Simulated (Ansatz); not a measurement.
Input for Ansatz (a first-principles code): SC-NEVPT2 on SA-CASSCF(2,2)/cc-pV(T+d)Z on ClHSi (SMILES [SiH]Cl), 2S+1 = 3, a spin state set in the input, which need not be the lowest. Files ending in .json are basis or fitting sets from the Basis Set Exchange.

Ansatz 0.2 input:
```yaml
crystal:
  periodic: [false, false, false]
  atoms:
    - {symbol: Si, position_ang: [-0.97714793, 0.45374451, 0.00000000]}
    - {symbol: Cl, position_ang: [0.92719285, -0.34142108, 0.00000000]}
    - {symbol: H, position_ang: [-2.08220740, -0.54826471, 0.00000000]}
basis:
  gaussian:
    orbitals: cc-pV_T+d_Z.json
magnetization: {spin_polarized: false, initial_magnetization: 2}
correlation: {method: sc_nevpt2, electrons: outside_noble_gas, active_space: {window: {electrons: 2, orbitals: 2}, states: [{multiplicity: 1, weights: [1]}, {multiplicity: 3, weights: [1]}]}}
output: {orbitals: {seedname: ./end}}
```

Program output:

```
WARN ansatz: RAYON_NUM_THREADS=2 ignored (pool sized by the plan → 2); use --threads N
Functional definition: HF
integrals: 0.05 GiB planned
1110 factors; integrals over basis functions are off by at most 2.0e-7 eV
mean field: 0.26 GiB planned
mean field evaluation 1: about -20380.6250 eV, gradient 1.1e1 eV
mean field evaluation 2: about -20380.6275 eV, gradient 1.1e1 eV
mean field evaluation 4: about -20381.6463 eV, gradient 2.1e0 eV
mean field evaluation 8: about -20381.7042 eV, gradient 1.4e-1 eV
mean field -20381.70440142 eV, -749.0138215369 hartree, gradient 9.6e-6 eV, S^2 2.000000; 0 other end points of the search recorded, 0 dependent functions left out
reference -20381.70440142 eV, -749.0138215369 hartree; 17, 15 occupied and 75, 77 virtual orbitals, 1110 factors
configuration interaction: 0.24 GiB planned
configuration interaction: 0.00 GiB planned
state -20382.59195294 eV, -749.0464384534 hartree
state -20382.59195294 eV, -749.0464384534 hartree; corrected -20390.11849947 eV, -749.3230339367 hartree
configuration interaction: 0.00 GiB planned
configuration interaction: 0.00 GiB planned
state -20381.60605561 eV, -749.0102073951 hartree
state -20381.60605561 eV, -749.0102073951 hartree; corrected -20388.90399495 eV, -749.2784017188 hartree
Total energy: -20389.51124721 eV, -749.3007178277 hartree
```

The run converged. The last total energy is the mean of the averaged states.

Cost: roughly 5 core-seconds.
